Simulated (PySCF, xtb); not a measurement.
dimethyl telluride (C₂H₆Te), SMILES C[Te]C.

Harmonic wavenumbers (cm⁻¹) from GFN2-xTB (xtb) at its own minimum, in rising order: 108, 112, 166, 544, 547, 798, 840, 855, 861, 1291, 1306, 1468, 1469, 1474, 1475, 3046, 3054, 3058, 3059, 3081, 3084.

Task: What does PBE-D3(BJ)/def2-SVP (PySCF) give at its own minimum? (Estimate from the structure and the level; the computed values follow.)

Result: 109, 120, 163, 510, 514, 753, 785, 818, 860, 1181, 1199, 1378, 1386, 1388, 1394, 2991, 2994, 3113, 3114, 3114, 3118. Paired by order, the mean absolute difference is 51 cm⁻¹ and the zero-point energies are 45.3 and 44.3 kcal/mol.
